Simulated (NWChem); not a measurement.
System: SiH cation, singlet

NWChem input:

```
start job
memory heap 200 mb stack 900 mb global 1100 mb
charge 1
geometry units angstroms
  Si     0.000000     0.000000    -0.112089
  H      0.000000     0.000000     1.413456
end
basis spherical
  * library sto-3g
end
dft
  xc hfexch
  iterations 150
end
driver
  maxiter 120
end
task dft optimize
task dft freq
```

Low-valent species are run as closed-shell singlets; no triplet was tried in these runs.

The level has its own optimisation; frequencies are unscaled.

Give the results of this calculation. (Hartree-Fock/STO-3G.) Quantities: basis functions; r H–Si (Å); highest harmonic frequency (cm⁻¹); zero-point energy (kcal/mol).


```yaml
number_of_basis_functions: 10
r H–Si (Å): 1.471
highest harmonic frequency (cm⁻¹): 2751
zero-point energy (kcal/mol): 3.9
```
